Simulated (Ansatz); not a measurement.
A nudged elastic band was laid between two geometries of AlH$_{5}$O$_{2}$Si (9 atoms, charge 0, multiplicity 1).

Level of theory: RKS B3LYP/6-31G* (Ansatz).

| Property | Result |
| --- | --- |
| movable images | 5 |
| climbing image | yes |
| spring | 5.0 eV/Å² |
| optimiser | quadratic models (default) |
| start path | through a guess of the saddle point |
| force threshold | 0.05 eV/Å |
| iteration limit | 60 |
| end points | relaxed |

Image 0:

```xyz
9
Properties=species:S:1:pos:R:3
Al 0.356 -0.078 0.128
O 0.954 0.087 1.717
H 0.433 -0.180 2.484
H 1.283 0.385 -1.051
O -1.195 -0.721 -0.148
Si -2.601 -1.295 -0.772
H -3.001 -2.548 -0.075
H -3.692 -0.296 -0.602
H -2.464 -1.595 -2.225
```

Image 6:

```xyz
9
Properties=species:S:1:pos:R:3
Al 0.395 0.077 -1.113
O 0.824 0.339 1.048
H 0.036 -0.178 1.315
H 1.605 -0.088 1.440
O -1.070 -0.633 -0.379
Si -2.562 -1.279 -0.654
H -2.683 -2.614 0.000
H -3.633 -0.408 -0.093
H -2.840 -1.456 -2.108
```

Problem. Which bonds break or form, and what moves?

Solution. Bonds broken: Al1–H4. Bonds formed: O2–H4.

Problem. What energy profile does the band end with?

Solution. The forces met the threshold. The highest image is number 3 of 0 to 6, 2.95 eV above the first end and 1.40 eV above the last; the last end lies 1.55 eV above the first. Neighbouring images differ by up to 2.0 eV, so the band resolves the path poorly. A vibrational analysis at the climbing image gives one clearly imaginary mode, 1420i cm⁻¹: a first-order saddle point. The orbitals stay closed-shell, which can raise the energy where a bond breaks towards radicals; this wasn't checked here.

```
image  path coordinate (Å)  energy (eV)  Al1–H4 (Å)  O2–H4 (Å)
    0                 0.00         0.00        1.57       2.80
    1                 0.86         0.10        1.56       2.68
    2                 1.73         0.93        1.57       2.29
    3                 2.59         2.95        1.73       1.37
    4                 3.40         1.70        2.48       0.98
    5                 4.20         1.58        2.77       0.97
    6                 5.01         1.55        2.83       0.97
```

Problem. What is the geometry of the highest image?

Solution. 
```xyz
9
Properties=species:S:1:pos:R:3
Al 0.250 0.007 -0.336
O 0.904 0.403 1.347
H 0.865 -0.154 2.154
H 1.826 0.120 0.370
O -1.341 -0.621 -0.397
Si -2.766 -1.328 -0.822
H -2.897 -2.660 -0.169
H -3.915 -0.483 -0.397
H -2.853 -1.527 -2.295
```

Run time: 11 min on 1 thread of Arm Neoverse N1 (shared host), peak memory 0.16 GiB.
